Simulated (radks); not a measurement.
Question: Ionisation ladder of argon, from Ar I to Ar XIII. Each ion is in the ground configuration listed by NIST, and IE = E(next ion) - E(this ion). Calculated with a radial shooting solver on a logarithmic mesh with Libxc functionals: Dirac Kohn-Sham, BLYP, spin-unpolarised, spherical densities, finite nucleus; open shells fill j = l - 1/2 first; Fermi nuclear charge, rms radius 3.4274 fm.

| species | configuration | IE, Delta-SCF (eV) | <r> HOMO (bohr) |
|---|---|---|---|
| Ar I | [Ar] | ? | 1.67 |
| Ar II | [Ne] 3s2 3p5 | ? | 1.56 |
| Ar III | [Ne] 3s2 3p4 | 42.337 | 1.47 |
| Ar IV | [Ne] 3s2 3p3 | ? | 1.40 |
| Ar V | [Ne] 3s2 3p2 | 73.754 | 1.33 |
| Ar VI | [Ne] 3s2 3p1 | 90.736 | 1.28 |
| Ar VII | [Ne] 3s2 | 125.30 | 1.19 |
| Ar VIII | [Ne] 3s1 | 143.98 | 1.15 |
| Ar IX | [Ne] | 423.93 | 0.370 |
| Ar X | [He] 2s2 2p5 | ? | 0.359 |
| Ar XI | [He] 2s2 2p4 | 547.38 | 0.348 |
| Ar XII | [He] 2s2 2p3 | 612.98 | 0.338 |
| Ar XIII | [He] 2s2 2p2 | 684.04 | 0.327 |

Estimate the withheld Delta-SCF values.

Answer: Ar I: 15.852 eV (NIST 15.760); Ar II: 28.427 eV (NIST 27.630); Ar IV: 57.391 eV (NIST 59.6); Ar X: 484.32 eV (NIST 479.8).

Beside tabulated values, note that spin-unpolarised runs miss the spin-polarisation part of the exchange energy of open shells.
